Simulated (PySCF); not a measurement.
# How methods differ on the ionisation energy of Bi³⁺

Bi³⁺ [Xe] 4f14 5d10 6s2 → Bi⁴⁺ [Xe] 4f14 5d10 6s1 [6s1/2^1, M_J = 1/2], as a difference of total energies. Calculation: PySCF 2.14, in x2c-TZVPPall-2c; the two-component X2C-1e Hamiltonian. Correlated levels: [Kr] 4d10 4f14 frozen; the 24 highest virtual spinors dropped. "Screened" scales the spin-orbit matrix elements by Boettger's factors to mimic the two-electron term; Breit and QED terms are absent.

```csv
method,ionisation energy (eV),error (eV)
GHF (spin-free),42.648,-2.722
GMP2 (spin-free),44.758,-0.612
GHF (screened spin-orbit),42.667,-2.703
GMP2 (screened spin-orbit),44.790,-0.580
```

Reference: 45.37 ± 0.06 eV (measured; NIST Atomic Spectra Database, ionization energies).

Errors of the correlated levels include the incompleteness of this basis and the frozen core.

MP2 underrates the near-degeneracy of ns² with np² in the lower species.
